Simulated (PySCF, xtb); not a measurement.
trans-(1R,2R)-1-chloro-2-methylcyclopropane (C₄H₇Cl), SMILES C[C@@H]1C[C@H]1Cl.

Harmonic wavenumbers (cm⁻¹) from GFN2-xTB (xtb) at its own minimum, in rising order: 164, 205, 252, 347, 414, 674, 842, 891, 919, 956, 1051, 1058, 1066, 1088, 1115, 1169, 1212, 1249, 1388, 1414, 1460, 1490, 1495, 3025, 3032, 3041, 3050, 3059, 3088, 3111.

What does PBE-D3(BJ)/def2-SVP in PySCF give at its own minimum? (Estimate from the structure and the level; the computed values follow.)

188, 208, 262, 343, 408, 659, 781, 833, 879, 916, 991, 1020, 1045, 1053, 1081, 1149, 1195, 1228, 1332, 1362, 1410, 1411, 1434, 2965, 3051, 3054, 3059, 3086, 3104, 3160. Paired by order, the mean absolute difference is 33 cm⁻¹ and the zero-point energies are 61.9 and 61.0 kcal/mol.
